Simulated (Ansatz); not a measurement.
Gas-phase electronic energies from Ansatz, PBE0-D4/def2-TZVP geometries. CCSD(T)/CBS is the MP2 limit (def2-TZVPP, def2-QZVPP) plus CCSD(T) − MP2 in def2-TZVPP, frozen cores. DFT in def2-TZVPP. def2 core potentials past Kr. For Mg, Sn outer-core shells are correlated without core-valence functions, which leaves a few kJ/mol of doubt a bond. One conformer a species, not always the lowest.

Consider the formal exchange of groups at the Si–O bond: `[SiH3][O][Mg][Cl]` + `[F][SnH2][F]` → `[F][SnH]([F])[SiH3]` + `[OH][Mg][Cl]`.

`[SiH3][O][Mg][Cl]`:

```xyz
7

Si    1.270   -0.158    0.046
O    -0.332    0.041   -0.012
Mg   -2.097    0.261   -0.077
Cl   -4.250    0.528   -0.155
H     1.971    1.155    0.149
H     1.667   -0.979    1.226
H     1.771   -0.847   -1.178
```

`[F][SnH2][F]`:

Z-matrix (Å, degrees):
```
Sn
F 1 1.909
F 1 1.909 2 103.3
H 1 1.692 2 107.1 3 -112.8
H 1 1.692 2 107.1 3 112.8
```

`[F][SnH]([F])[SiH3]`:

Cartesian coordinates in Å:
```
F -1.692 -0.253 -1.819
Sn -1.041 -0.568 -0.041
F -0.568 -2.427 -0.096
Si 1.138 0.757 0.214
H -2.419 -0.490 0.956
H 0.814 2.202 0.141
H 2.039 0.354 -0.890
H 1.728 0.425 1.534
```

`[OH][Mg][Cl]`:

Cartesian coordinates in Å:
```
O -0.136 0.791 0.875
Mg 0.073 -0.336 -0.446
Cl 0.343 -1.697 -2.123
H -0.280 1.243 1.694
```

Question: Is it downhill or uphill in electronic energy at CCSD(T)/CBS, and by how much? (Estimate.)

Answer: Ansatz gave: Uphill: ΔE = +20.4 kcal/mol.

Question: What do these levels give: revPBE-D4, B97M-V, ωB97X-V, B2PLYP, r2SCANh, HF/def2-SVP? (An estimate is asked.)

Answer: Computed: revPBE-D4 15.6, B97M-V 22.8, ωB97X-V 20.2, B2PLYP 21.1, r2SCANh 19.7, HF/def2-SVP 24.3 kcal/mol.

Largest T1 diagnostic among the species: 0.014.

From PBE to PBE0 (25 % exact exchange), in def2-TZVPP and without D4, ΔE moves by +2.1 kcal/mol. Leaving LDA and LC-ωPBE aside and taking each functional with its dispersion term where it has one, the values, not all of them listed here, spread over 7.9 kcal/mol, from PBE-D4 to B97M-V.
